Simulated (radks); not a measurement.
The mercury ion Hg14+, 66 electrons, occupied as [Kr] 4d10 4f14 5s1 5p5 (not the ground configuration). Calculated with a radial shooting solver on a logarithmic mesh with Libxc functionals: scalar-relativistic Kohn-Sham, LDA (Slater exchange, Perdew-Wang correlation), spin-polarised, spherical densities, finite nucleus; open shells are filled with parallel spins first (spin-orbit coupling, left out, can overturn this in heavy ions); Fermi nuclear charge, rms radius 5.4648 fm.

Unscreened Slater integrals over Kohn-Sham orbitals (hartree). They are taken over the spin-up orbitals.

integral     value
F0(5p,5p)  0.96630
F2(5p,5p)  0.52663
F0(5p,4f)   1.1744
F2(5p,4f)  0.38753
G2(5p,4f)  0.14001
G4(5p,4f)  0.12331
F0(5p,5s)   1.0088
G1(5p,5s)  0.68342
F0(5p,4d)   1.1852
F2(5p,4d)  0.37623
G1(5p,4d)  0.10672
G3(5p,4d)  0.10730
F0(4f,4f)   1.9385
F2(4f,4f)  0.97517
F4(4f,4f)  0.62370
F6(4f,4f)  0.45225
F0(4f,5s)   1.2658
G3(4f,5s)  0.17015
F0(4f,4d)   1.9652
F2(4f,4d)  0.97362
F4(4f,4d)  0.62948
G1(4f,4d)   1.1071
G3(4f,4d)  0.71929
G5(4f,4d)  0.51544
F0(5s,5s)   1.0605
F0(5s,4d)   1.2791
G2(5s,4d)  0.14414
F0(4d,4d)   2.0140
F2(4d,4d)   1.0257
F4(4d,4d)  0.68946

Derived for the open shells (J is the average intra-shell exchange parameter used in DFT+U). 5p: J = F2/5 = 0.1053 hartree.
